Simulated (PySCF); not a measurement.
Si(Br)(SiH3) (BrH₃Si₂), SMILES [SiH3][Si]Br (connectivity only; charge and spin as stated), neutral, multiplicity 1. Atoms are numbered in the order given.

```xyz
6

Si     1.2561    -0.4453     0.0000
Br    -0.2472     1.2570     0.0000
Si    -0.4576    -2.1587     0.0000
H      0.1091    -3.5453     0.0000
H     -1.3181    -1.9965    -1.2162
H     -1.3181    -1.9965     1.2162
```

Geometry optimised at r2SCAN-D4/def2-SVP.

These are PBE/def2-TZVPD (PySCF) values and carry that method's errors.

Isolated molecule, no solvent.

```yaml
total_energy: -3154.26122 hartree
point_group: Cs
highest_occupied_level: -5.57 eV
lowest_empty_level: -4.16 eV
orbital_gap: 1.41 eV
dipole_moment: 0.74 D
quadrupole, principal values (traceless, Buckingham form, about the centre of nuclear charge): -4.22, 0.79, 3.43 D·Å
mean_static_polarisability: 92.4 bohr³ (13.69 Å³)
polarisability_principal_values: 68.4, 93.6, 115.1 bohr³
```
